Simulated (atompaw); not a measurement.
An all-electron radial function and its pseudo partner (Eu)

Columns: radius, all-electron u(r) and pseudo u(r) of the 5p shell (level -26.63 eV) of europium in the configuration [Kr] 4d10 4f6 5s2 5p6 5d1 6s2 6p0; PBE, scalar-relativistic, PAW (atompaw) scheme, atompaw 4.2.0.5.

| r (bohr) | all-electron | pseudo |
| --- | --- | --- |
| 0.102 | 0.0360 | 0.0107 |
| 0.204 | 0.2903 | 0.0423 |
| 0.306 | -0.0966 | 0.0930 |
| 0.408 | -0.4200 | 0.1600 |
| 0.510 | -0.4541 | 0.2398 |
| 0.612 | -0.2749 | 0.3280 |
| 0.713 | -0.0080 | 0.4191 |
| 0.815 | 0.2665 | 0.5103 |
| 0.917 | 0.5023 | 0.5961 |
| 1.019 | 0.6829 | 0.6725 |
| 1.121 | 0.8077 | 0.7361 |
| 1.223 | 0.8827 | 0.7844 |
| 1.325 | 0.9167 | 0.8159 |
| 1.427 | 0.9186 | 0.8302 |
| 1.529 | 0.8968 | 0.8276 |
| 1.631 | 0.8584 | 0.8097 |
| 1.733 | 0.8091 | 0.7784 |
| 1.835 | 0.7534 | 0.7366 |
| 1.937 | 0.6947 | 0.6872 |
| 2.038 | 0.6361 | 0.6338 |
| 2.140 | 0.5781 | 0.5780 |
| 2.242 | 0.5226 | 0.5230 |
| 2.344 | 0.4703 | 0.4705 |
| 2.446 | 0.4216 | 0.4216 |
| 2.548 | 0.3768 | 0.3768 |
| 2.650 | 0.3358 | 0.3358 |

How many radial nodes do the two functions have?

The all-electron 5p function has n − l − 1 = 3 (the table is too coarse to show those close to the nucleus); the pseudo-wave has 0, since the states of the same l below it are removed with the core.

Is the pseudo-wave norm-conserving?

No, it belongs to a PAW set: the norm inside the radius is not constrained, and the difference is carried by the augmentation charge.
